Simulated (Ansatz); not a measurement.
Reaction (ligand exchange at a B–C bond): `BC[SiH2]Cl` + `NB(O)Cl` → `BOB(N)Cl` + `C[SiH2]Cl`

Isolated molecules relaxed with PBE0-D4/def2-TZVP in Ansatz; ΔE leaves out vibrations. CBS: MP2 limit from def2 TZ/QZ plus the TZ coupled-cluster correction, frozen cores. Each species was taken in one conformer, which may not be the lowest.

```
     species  CCSD(T)/CBS(def2) energy (Eh)
`BC[SiH2]Cl`                     -815.35378
   `NB(O)Cl`                     -616.40523
  `BOB(N)Cl`                     -641.82248
 `C[SiH2]Cl`                     -789.97638
```

Q: Work out ΔE.

A: ΔE = (-641.82248) + (-789.97638) − (-815.35378) − (-616.40523) = -0.03985 Eh = -25.0 kcal/mol.

Largest T1 diagnostic among the species: 0.012.

At CCSD(T), def2-SVP lies −3.5 kcal/mol from the extrapolated value and def2-TZVPP −0.1 kcal/mol. Leaving LDA and LC-ωPBE aside and taking each functional with its dispersion term where it has one, the values, not all of them listed here, spread over 3.5 kcal/mol, from BHLYP-D4 to revPBE-D4. In def2-TZVPP, CCSD(T) changes the Hartree–Fock value by +2.7 kcal/mol (the triples alone add +0.2 kcal/mol) and MP2 by +3.0 kcal/mol.
